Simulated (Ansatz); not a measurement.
Saddle point of BNH5O2F, singlet (BNH₄O₂ ([NH2][B]([OH])[OH]) + HF → BH₂O₂F ([OH][B]([OH])[F]) + NH₃ (still joined by a long B–N bond); bonds formed: B1–F6, N2–H5; bonds broken: H5–F6; bonds weakened to dative contacts: B1–N2), PBE0-D4/def2-TZVP structure:

```
10
angstrom
B -0.3572 0.1445 -0.2228
N 1.1533 -0.1440 -0.1035
O -0.9259 -0.4825 -1.2907
O -0.9018 1.2889 0.3098
H 0.7342 -0.8007 0.8212
F -0.3551 -1.0246 1.3175
H 1.7440 0.6417 0.1276
H 1.5381 -0.6776 -0.8712
H -1.8676 -0.3054 -1.3436
H -0.7622 1.3599 1.2558
```

Energies are electronic, without zero-point energy. Barriers and step energies count from the start structure reached by relaxing down the imaginary mode; all methods use the PBE0-D4 structures, on which another method's saddle can fall below an end. Computed with Ansatz 0.2.0 (basis: def2-TZVPP, with def2-QZVPP for the basis limit); correlated methods freeze the cores. B3LYP uses VWN-RPA correlation. Extrapolation: Hartree–Fock as exp(−7.88 √X), correlation as X^−2.97.

| method | barrier (eV) | step energy (eV) |
| --- | --- | --- |
| SPW92 | 0.541 | -0.461 |
| PBE-D4 | 0.732 | -0.362 |
| BLYP-D4 | 0.830 | -0.309 |
| r2SCAN-D4 | ? | -0.483 |
| B97M-V | ? | -0.509 |
| PBE0-D4 | 0.825 | -0.450 |
| B3LYP-D4 | 0.890 | -0.388 |
| r2SCAN0-D4 | 0.837 | -0.526 |
| BHLYP-D4 | 0.983 | -0.491 |
| CAM-B3LYP-D4 | 0.861 | -0.452 |
| wB97X-V | ? | -0.512 |
| wB97M-V | 0.828 | -0.496 |
| B2PLYP | 0.896 | -0.438 |
| PBE-QIDH | 0.869 | -0.526 |
| RPA on PBE | 0.872 | -0.545 |
| HF | 1.236 | -0.519 |
| MP2 | 0.877 | -0.504 |
| CCSD | 0.963 | -0.539 |
| CCSD(T) | 0.901 | -0.529 |

Question: Fill in the withheld barriers. (To be estimated.)

Answer: By the calculation: B97M-V 0.883; wB97X-V 0.834; r2SCAN-D4 0.762 eV. Each is the energy of the saddle less that of the start structure, by the same method.

For comparison, the barrier by CCSD(T) at an estimated basis limit (MP2 extrapolated from triple and quadruple zeta, plus CCSD(T) − MP2 in triple zeta) is 0.917 eV.

No T1 diagnostic of these runs exceeds 0.013.

Steps of this kind, hydrogen fluoride cutting a network bond, underlie vapour etching and the fluorination step of atomic layer etching.

Labels in which every atom is bracketed show which atoms are joined, not bond orders.

For scale, one of the runs: CCSD(T)/def2-TZVPP, 225 basis functions, launched by `ansatz run in.yaml --threads 4 --pin off --events-out ev --progress --plain --max-ram 9574MiB`. Time: 120 s of wall clock on 4 CPU threads of an Arm Neoverse V1; the host was shared. Peak host memory: 4.1 GiB.
